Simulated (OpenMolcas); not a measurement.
# Pr3+: ligand-field states by method

Pr3+ with its 6 nearest fluoride ions at 2.151 Å, on the Cd site of idealised cubic KCdF3 (a = 4.302 Å, distance in the model lattice 2.151 Å). The rest of the host is ab initio model potentials to 7.6 Å, with orthogonalisation functions on the cations behind the ligands, and point charges beyond; the distance is set by hand and nothing relaxes, and no local charge compensation is placed. Ligand basis ANO-RCC-VDZP.

```
Program             : OpenMolcas 26.06
Basis               : ANO-RCC-VDZP [7s6p4d2f1g]
Scalar Hamiltonian  : DKH2, point nucleus
Active space        : 2 electrons in 7 orbitals (4f)
State averaging     : 2S+1 = 3 even, 21 roots; 2S+1 = 1 even, 27 roots kept (CI in the orbitals of an earlier block)
Spin-orbit coupling : state interaction with AMFI integrals over the reference wave functions
```

I. CASSCF
II. SS-CASPT2, IPEA 0.25 Eh, imaginary shift 0.1 Eh (closed shells correlated: 5s 5p and the ligand valence shells)

Spin-free states (labels of O, the rotations of Oh) in cm-1, each column counted from its own energy of the first state listed:

```tsv
State	Degeneracy	I	II
3T1	3	0	0
3T2	3	1131	1330
3T1	3	1581	1380
3E	2	1647	1940
3T1	3	6821	6300
1E	2	7062	7090
1T1	3	7264	6290
3T2	3	7305	5970
1A1	1	7404	7540
3A2	1	7801	6660
1T2	3	8667	8740
1T2	3	20922	17590
1E	2	22689	19820
1A1	1	25049	22490
1T1	3	25296	22760
1T2	3	25609	23400
1A2	1	26630	24240
1T2	3	27384	26140
1E	2	27755	26160
3T1	3	28551	24510
```

From I to II, I's first state of the same spin (3T2) moves from 1131 to 1330 cm-1, by about +200 cm-1.

From I to II, I's first state of another spin (1E) moves from 7062 to 7090 cm-1, by about +23 cm-1. In II another state of that kind comes below it.

With spin-orbit coupling the lowest J multiplet is 1611 (I), 1597 (II) cm-1 wide, a factor of 0.99 from I to II.

χT at 300 K: I 0.90, II 0.84 cm3 K/mol.

Roots that are degenerate in the reference are averaged as groups; the widest CASPT2 spread within a group is 52 cm-1 (the 2-fold group of multiplicity 1 near 26200 cm-1 above the lowest state of its run, II). Shifts and gaps below about the spread of the groups concerned are not significant. Over all roots computed the reference weight is 0.73 in II; a low but even weight reflects the number of correlated electrons. Without dynamic correlation the ligand-field splitting of an f shell can come out too small, at times by half (holds for I). Splittings of an f shell from a small cluster at a set distance can be off by tens of per cent, mostly too small (holds for II). The distance lies 4 % under the 2.248 Å that this model takes as the normal distance (a Shannon-type radius plus a fixed donor radius, weighted with the host); by an R⁻⁵ law this alone changes a d-shell field by about +25 %. No measured value stands beside these numbers; the geometry was set by hand and not optimised.
